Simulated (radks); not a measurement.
The numbers below are computed, except where a source is named.
Task: The gadolinium ion Gd9+, 55 electrons, occupied as [Kr] 4d10 4f5 5s2 5p2. Level of theory: scalar-relativistic Kohn-Sham, LDA (Slater exchange, VWN5 correlation), spin-polarised, spherical densities, finite nucleus; open shells are filled with parallel spins first (spin-orbit coupling, left out, can overturn this in heavy ions); Fermi nuclear charge, rms radius 5.1569 fm (a radial shooting solver on a logarithmic mesh with Libxc functionals). Some entries of the table are withheld. Estimate them.

orbital  occ.  eigenvalue (hartree)  <r> (bohr)
1s up       1             -1844.725     0.02192
1s down     1             -1844.717     0.02192
2s up       1             -309.2221     0.09335
2s down     1             -309.2136     0.09335
2p up       3             -275.9373     0.08239
2p down     3             -275.9279     0.08239
3s up       1             -72.85715      0.2447
3s down     1             -72.76106      0.2446
3p up       3             -62.54071      0.2432
3p down     3             -62.44478      0.2430
3d up       5             -48.86910      0.2213
3d down     5             -48.79287      0.2211
4s up       1             -19.00237      0.5502
4s down     1             -18.80047      0.5502
4p up       3             -15.57443      0.5806
4p down     3             -15.37426      0.5806
4d up       5             -10.82080      0.6243
4d down     5             -10.62126      0.6243
5s up       1                   (1)       1.194
5s down     1                   (2)       1.201
4f up       5                   (3)      0.7227
5p up       2              -5.51109         (4)
4f down     0                   (5)      0.7249
5p down     0              -5.33863         (6)

Result: 
(1) 5s up eigenvalue (hartree): -6.54330
(2) 5s down eigenvalue (hartree): -6.35849
(3) 4f up eigenvalue (hartree): -5.58208
(4) 5p up <r> (bohr): 1.306
(5) 4f down eigenvalue (hartree): -5.37816
(6) 5p down <r> (bohr): 1.319
